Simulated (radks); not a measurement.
Eu17+, configuration [Kr] 4d10.

Method: Dirac Kohn-Sham, BLYP, spin-unpolarised, spherical densities, finite nucleus; Fermi nuclear charge, rms radius 5.1115 fm; computed with a radial shooting solver on a logarithmic mesh with Libxc functionals.

Energy parts (eV):
part                      energy
total                 -292748.23
kinetic                318502.23
electron-nucleus      -699609.85
Hartree                 94610.08
exchange-correlation    -6250.69

Orbitals (lengths in bohr, moments of r in powers of bohr):
orbital  occ.  eigenvalue (eV)      <r^2>  small-component weight
1s1/2       2        -48714.77  0.0006793                5.50e-02
2s1/2       2        -8327.564    0.01063                1.21e-02
2p1/2       2        -7921.189   0.007726                1.22e-02
2p3/2       4        -7273.135   0.008966                1.13e-02
3s1/2       2        -2145.039    0.07092                3.82e-03
3p1/2       2        -1969.584    0.06616                3.76e-03
3p3/2       4        -1837.220    0.07322                3.52e-03
3d3/2       4        -1533.220    0.05866                3.40e-03
3d5/2       6        -1504.463    0.06063                3.33e-03
4s1/2       2        -723.3846     0.3391                1.30e-03
4p1/2       2        -654.2366     0.3513                1.23e-03
4p3/2       4        -622.0483     0.3824                1.16e-03
4d3/2       4        -506.9432     0.4097                1.03e-03
4d5/2       6        -500.6952     0.4198                1.01e-03

The highest occupied level is 4d5/2 at -500.70 eV. The density falls to 0.001 e/bohr^3 at r = 1.62 bohr. The electron density at the nucleus is 5.791e+05 e/bohr^3. For comparison, the ionisation energy in NIST's Atomic Spectra Database is 518 eV (theoretical). In exact Kohn-Sham theory the highest level is minus the ionisation energy, but local and semilocal functionals leave it too shallow, through self-interaction and a potential that decays too fast; potentials with the right tail come closer.
